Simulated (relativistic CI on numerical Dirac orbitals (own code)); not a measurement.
Computed by Dirac-Coulomb-Breit CI, orbitals from a KLI potential per configuration, QED by a radiative potential, valence Slater integrals scaled by 0.85, P86 correlation energy added to each configuration (own radial code, finite nucleus).

Configurations in the expansion (outside the closed core [Xe]): 5d.6s2, 5d2.6s, 5d3, 5d.6s.6p, 6s2.4f, 6s2.6p, 5d2.6p, 5d.6s.4f, 5d.6s.6d, 5d.6s.6f, 5d2.6d, 5d.6s.6g, 6s2.7p, 6s2.5f, 6s.6p.7s, 5d.6s.7s, 6s2.8s, 5d2.7s, 6s2.5g, 5d.4f.5g, 6s2.7d, 6s.6p.6d, 5d2.5f, 5d.6s.7p, 5d.6p.7s, 5d.4f.6g, 6s.4f.5g, 6s2.6f, 5d.6p2, 4f.6p2, 6p3, 6s.4f.6p, 4f2.6p, 4f.6p.6d, 6s.6p2, 6p2.6d, 6s.4f.5f, 4f.5f.6p, 4f.5f.6d, 5d.4f.6f, 4f2.6f, 4f.6p.6f, 5d.5f2, 4f.5f2, 5f2.6p, 5d.4f.6p, 6s.4f.6f, 4f.6d.6f. Double excitations out of closed p, d and f shells are left out; levels of such configurations are missing from the list, as are those of other unlisted configurations, and high levels can miss mixing partners. These lack a partner that the ground configuration has and come out too high: 6s2.7p, 6s2.5f, 6s2.8s, 6s2.5g, 6s2.7d.

For a near-neutral ion this model can misplace configurations by up to about 10,000 cm⁻¹ (more where the count of f electrons changes) and terms by 10 to 25 % of their spread. Rates follow the energies as ν³ (E1, M1) or ν⁵ (E2), so they and the lifetimes can be off by large factors. The fine structure of a lone outer electron comes out too small, for d and f at times inverted, and misplaced configurations move strength between like terms. 49 of the 68 excited levels that our extract of the measured tables holds in this range could be paired (the sources list more); they are missed by 1432 cm⁻¹ on average and 8922 at most, and levels without a partner can miss by more.

Outline of the computed level scheme of La I. Lowest level of each configuration: 5d.6s2 2D_3/2 at 0.0000 eV; 5d2.6s 4F_3/2 at 0.2999 eV; 5d.6s.6p 4F°_3/2 at 1.4526 eV; 5d3 4F_3/2 at 1.5678 eV; 6s2.6p 2P°_3/2 at 1.8189 eV; 5d2.6p 2F°_5/2 at 1.8471 eV.

Some strong electric-dipole decays among the lowest 45 levels: 5d2.6p 2D°_3/2 → 5d.6s2 2D_3/2 (6.5e+07 s⁻¹); 5d2.6p 4G°_9/2 → 5d2.6s 4F_7/2 (3.4e+07 s⁻¹); 5d2.6p 4G°_7/2 → 5d2.6s 4F_5/2 (2.8e+07 s⁻¹); 5d2.6p 4G°_5/2 → 5d2.6s 4F_3/2 (2.6e+07 s⁻¹); 5d2.6p 2F°_7/2 → 5d.6s2 2D_5/2 (2.6e+07 s⁻¹); 5d2.6p 2F°_5/2 → 5d.6s2 2D_3/2 (2.0e+07 s⁻¹); 5d.6s.6p 4D°_7/2 → 5d2.6s 4F_9/2 (7.4e+06 s⁻¹); 5d.6s.6p 4D°_5/2 → 5d2.6s 4F_7/2 (6.1e+06 s⁻¹).

Rates of lines that live on the mixing of spin multiplicities can be off by large factors.

LS names give the leading component of a level, which can be under half, so a name can repeat, a term be missing and a line seem to break the LS rules.
